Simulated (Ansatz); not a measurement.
Mulliken charges of `C/N=C/Br` from B3LYP/def2-TZVPP in Ansatz (PBE0-D4/def2-TZVP geometry).

| atom | x (Å) | y (Å) | z (Å) | charge (e) |
| --- | --- | --- | --- | --- |
| C1 | 0.407 | 1.027 | 0.148 | -0.124 |
| N2 | 0.477 | -0.400 | 0.344 | -0.153 |
| C3 | -0.420 | -1.104 | -0.148 | -0.049 |
| Br4 | -0.423 | -2.988 | 0.050 | -0.042 |
| H5 | 1.318 | 1.357 | -0.357 | 0.109 |
| H6 | 0.387 | 1.514 | 1.125 | 0.109 |
| H7 | -0.465 | 1.354 | -0.434 | 0.061 |
| H8 | -1.281 | -0.760 | -0.728 | 0.089 |

Q: By hand: the dipole of these point charges (1 e Å = 4.8032 D).

A: Σ q r = (-0.042, 0.441, -0.073) e Å, of length 0.449 e Å = 2.16 D.

Q: How does the dipole of the full density compare? (An estimate is asked.)

A: Computed: (-0.195, 0.439, -0.169) e Å, 2.45 D; the point charges give 0.88 times that, at 21° from its direction.

Point charges leave out the atoms' own dipoles, such as those of lone pairs, and Mulliken's split depends on the basis, so the two needn't agree.

B3LYP here is the variant with VWN-RPA as its local correlation; programs differ in this.
